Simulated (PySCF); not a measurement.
Job file and geometry (Å, from GFN2-xTB) of an NMR shielding run on SMILES C=C(CO)[Si@@H](O)[SiH2]NC, C4H13NO2Si2, GIAO PBE0/pcSseg-1 NMR shielding, non-relativistic, gas phase in PySCF 2.14.0, density-fitted response routines; density fitting, a coarse starting grid and PySCF grid level 2 are the driver's defaults:

```
$ OMP_NUM_THREADS=1 python probes_run.py task.json out

{"job": {"kind": "nmr", "xc": "PBE0", "basis": "pcSseg-1"}, "charge": 0, "multiplicity": 1}
C      2.378934    -2.026188     0.178536
C      1.981284    -0.803582    -0.138375
C      2.697393     0.408032     0.378091
O      1.912993     1.540593     0.064231
Si     0.473877    -0.371955    -1.197231
O     -0.173121    -1.744822    -1.823602
Si    -0.959669     0.858674     0.103846
N     -2.538081     0.188459    -0.116523
C     -3.706569     0.702385     0.553931
H      1.869494    -2.892864    -0.206748
H      3.230051    -2.220584     0.816246
H      2.857344     0.337325     1.464250
H      3.683383     0.486477    -0.104423
H      2.359387     2.340515     0.358096
H      0.953044     0.210283    -2.451815
H     -0.567187    -2.399871    -1.254733
H     -0.764389     0.755252     1.562986
H     -0.893217     2.306211    -0.185843
H     -2.770212    -0.163214    -1.033672
H     -4.489757    -0.057889     0.592234
H     -4.115203     1.595632     0.067152
H     -3.430189     0.970517     1.570946
```

Question: Write the output of this run.

Answer: 
```
coarse grid: 18888 points
cycle   1  E = -943.4858395681  dE =  1.019e+00  |g| = 9.650e-01  |ddm| = 4.180e+00
cycle   2  E = -943.2852705053  dE =  2.006e-01  |g| = 1.416e+00  |ddm| = 2.214e+00
cycle   3  E = -943.6590200146  dE = -3.737e-01  |g| = 1.266e-01  |ddm| = 1.566e+00
cycle   4  E = -943.6618341109  dE = -2.814e-03  |g| = 5.823e-02  |ddm| = 1.695e-01
cycle   5  E = -943.6625185084  dE = -6.844e-04  |g| = 1.668e-02  |ddm| = 6.072e-02
cycle   6  E = -943.6625705239  dE = -5.202e-05  |g| = 6.174e-03  |ddm| = 1.703e-02
cycle   7  E = -943.6625800249  dE = -9.501e-06  |g| = 1.298e-03  |ddm| = 6.369e-03
final grid: 171928 points
cycle   8  E = -943.7323166035  dE = -3.419e-05  |g| = 1.139e-02  |ddm| = 2.760e-02
cycle   9  E = -943.7322919324  dE =  2.467e-05  |g| = 1.601e-02  |ddm| = 2.271e-02
cycle  10  E = -943.7323435573  dE = -5.162e-05  |g| = 1.267e-03  |ddm| = 1.390e-02
cycle  11  E = -943.7323438847  dE = -3.274e-07  |g| = 2.065e-04  |ddm| = 1.220e-03
cycle  12  E = -943.7323438937  dE = -9.037e-09  |g| = 6.219e-05  |ddm| = 2.644e-04
cycle  13  E = -943.7323438945  dE = -8.254e-10  |g| = 2.563e-05  |ddm| = 8.696e-05
converged SCF energy = -943.7323438945

GIAO shielding tensors (ppm)
atom      isotropic    diamagn.    paramagn.     s11        s22        s33       span
  0 C       62.067     250.355    -188.288    -55.836     70.944    171.093    226.929
  1 C       24.384     265.759    -241.375    -82.701     11.135    144.717    227.418
  2 C      115.126     239.656    -124.529     87.527    102.719    155.133     67.606
  3 O      308.042     393.866     -85.824    258.669    275.252    390.204    131.535
  4 Si     371.792     881.055    -509.263    321.330    350.070    443.977    122.647
  5 O      327.686     390.486     -62.800    285.709    329.076    368.273     82.564
  6 Si     403.369     882.878    -479.509    351.778    372.732    485.596    133.819
  7 N      255.315     325.896     -70.581    223.407    251.173    291.364     67.957
  8 C      151.714     239.571     -87.856    127.976    139.983    187.185     59.209
  9 H       26.134      31.803      -5.668     22.814     24.850     30.739      7.925
 10 H       25.864      29.240      -3.376     22.709     25.221     29.663      6.954
 11 H       26.788      29.434      -2.647     22.670     26.615     31.079      8.409
 12 H       26.669      26.815      -0.146     22.013     26.678     31.316      9.303
 13 H       31.162      31.423      -0.262     20.994     27.477     45.014     24.019
 14 H       26.214      30.115      -3.901     22.459     25.750     30.434      7.975
 15 H       31.094      35.125      -4.030     24.234     25.137     43.912     19.678
 16 H       27.301      33.338      -6.037     23.943     26.985     30.974      7.031
 17 H       27.201      31.822      -4.622     23.215     26.755     31.632      8.417
 18 H       32.161      35.272      -3.111     21.818     32.788     41.876     20.058
 19 H       28.771      26.392       2.379     23.473     26.580     36.261     12.788
 20 H       28.816      26.049       2.767     23.591     26.720     36.138     12.546
 21 H       29.215      28.255       0.959     25.254     27.521     34.869      9.615
```

Question: Turn these shieldings into chemical shifts. Shifts are taken against calculated references (same method and geometry level): $^{13}$C (σ = 186.93 ppm) and $^{29}$Si (σ = 349.16 ppm) and $^{1}$H (σ = 31.72 ppm) vs TMS; H2O for $^{17}$O (σ = 336.08 ppm); NH3 for $^{15}$N (σ = 267.73 ppm).

Answer: Averaging equivalent atoms: C 1: 162.5; C 0: 124.9; C 2: 71.8; C 8: 35.2; O 3: 28.0; O 5: 8.4; Si 4: -22.6; Si 6: -54.2; N 7: 12.4; H 10: 5.85; H 9: 5.58; H 14: 5.50; H 12: 5.05; H 11: 4.93; H 17: 4.52; H 16: 4.42; H 19/20/21: 2.78; H 15: 0.62; H 13: 0.56; H 18: -0.44 ppm. Experimental scales use liquid or dissolved standards, which lie at an offset from isolated NH3 (liquid NH3: subtract about 20 ppm) and H2O (liquid H2O: subtract about 36 ppm).

Size and cost of the density-fitted run: 232 basis functions, 100 s wall time on 1 thread of an Arm Neoverse N1, shared host; peak memory 1.1 GiB.
